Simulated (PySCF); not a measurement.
A PySCF script (with the pyscf-properties extension) for the NMR shieldings of SMILES C#C[P@@](=O)([O-])C(C)C, [C₅H₈O₂P]-, on a GFN2-xTB geometry:

```python
import basis_set_exchange as bse
import numpy as np
from pyscf import gto, dft
from pyscf.prop import nmr

atoms = """
C     3.059149    0.906364   -0.690738
C     2.107965    0.189935   -0.532240
P     0.792242   -1.053453   -0.343286
O     0.708265   -1.848000   -1.599678
O     0.968751   -1.759186    0.955489
C    -0.645828    0.139277   -0.229756
C    -0.482191    1.032412    0.982981
C    -1.879978   -0.736123   -0.132447
H     3.874106    1.561476   -0.824945
H    -0.685236    0.741865   -1.144341
H    -0.339453    0.408476    1.863380
H     0.399607    1.661778    0.869071
H    -1.357017    1.671091    1.135314
H    -2.802049   -0.151294   -0.059740
H    -1.933651   -1.382079   -1.007601
H    -1.792279   -1.373596    0.747126
"""
names = dict.fromkeys(["C", "P", "O", "H"], "pcSseg-1")
basis = {el: gto.basis.parse(bse.get_basis(n, elements=[el], fmt="nwchem")) for el, n in names.items()}
mol = gto.M(atom=atoms, basis=basis, charge=-1, verbose=0)
mf = dft.RKS(mol, xc="PBE0")
mf.grids.level = 2
mf.grids.alignment = dft.numint.BLKSIZE   # the property module wants whole blocks of grid points
mf.conv_tol = 1e-9
mf.kernel()

calc = nmr.RKS(mf)   # GIAO
C = mf.mo_coeff
Co = C[:, mf.mo_occ > 0]
resp = mf.gen_response(singlet=True, hermi=2)
def vind(x):   # induced exchange potential for any number of trial vectors
    d = np.einsum("pi,xij,qj->xpq", C, 2 * x.reshape(-1, C.shape[1], Co.shape[1]), Co, optimize=True)
    return np.einsum("xpq,pi,qj->xij", resp(d - d.transpose(0, 2, 1)), C, Co, optimize=True).ravel()
mo1, _ = nmr.rhf.solve_mo1(calc, with_cphf=vind)
sigma = calc.kernel(mo1)
for i, s in enumerate(sigma):   # ppm
    w = np.linalg.eigvalsh((s + s.T) / 2)
    print("%2d %-2s iso %8.1f  s11 %8.1f  s22 %8.1f  s33 %8.1f" % (i, mol.atom_pure_symbol(i), w.mean(), *w))
```

**Question.** What are the results?

**Answer.** 
```
 0 C  iso    110.3  s11     39.6  s22     52.3  s33    238.9
 1 C  iso     85.4  s11    -23.7  s22    -15.1  s33    295.1
 2 P  iso    331.0  s11    210.4  s22    289.0  s33    493.6
 3 O  iso    168.8  s11     91.2  s22    165.5  s33    249.5
 4 O  iso    192.0  s11    109.6  s22    198.1  s33    268.2
 5 C  iso    150.3  s11    135.3  s22    152.5  s33    163.3
 6 C  iso    165.9  s11    152.3  s22    160.2  s33    185.3
 7 C  iso    171.1  s11    159.6  s22    165.5  s33    188.3
 8 H  iso     30.5  s11     25.7  s22     26.0  s33     39.8
 9 H  iso     30.7  s11     27.7  s22     29.5  s33     35.1
10 H  iso     30.5  s11     27.0  s22     29.9  s33     34.8
11 H  iso     30.1  s11     25.0  s22     29.8  s33     35.7
12 H  iso     31.4  s11     27.1  s22     29.1  s33     37.9
13 H  iso     31.6  s11     27.4  s22     29.1  s33     38.2
14 H  iso     30.0  s11     24.4  s22     29.4  s33     36.2
15 H  iso     30.6  s11     26.4  s22     30.2  s33     35.3
```

These numbers come from an equivalent density-fitted implementation of the same equations, which agrees with the script to about 0.01 ppm for H and up to a few tenths of a ppm for heavy atoms, so last digits may differ.

**Question.** Turn these shieldings into chemical shifts. Referencing at the same level of theory: TMS for $^{13}$C (186.93 ppm) and $^{1}$H (31.72 ppm); H3PO4 for $^{31}$P (318.38 ppm); $^{17}$O (336.08 ppm) vs H2O.

**Answer.** Averaging equivalent atoms: C 1: 101.5; C 0: 76.7; C 5: 36.6; C 6: 21.0; C 7: 15.8; P 2: -12.6; O 3: 167.3; O 4: 144.1; H 8: 1.22; H 10/11/12: 1.02; H 13/14/15: 0.99; H 9: 0.97 ppm. Experimental scales use liquid or dissolved standards, which lie at an offset from isolated H2O (liquid H2O: subtract about 36 ppm) and H3PO4.

Size and cost of the density-fitted run: 183 basis functions, 26 s wall time on 1 thread of an Intel Xeon Platinum 8488C, shared host; peak memory 0.83 GiB.
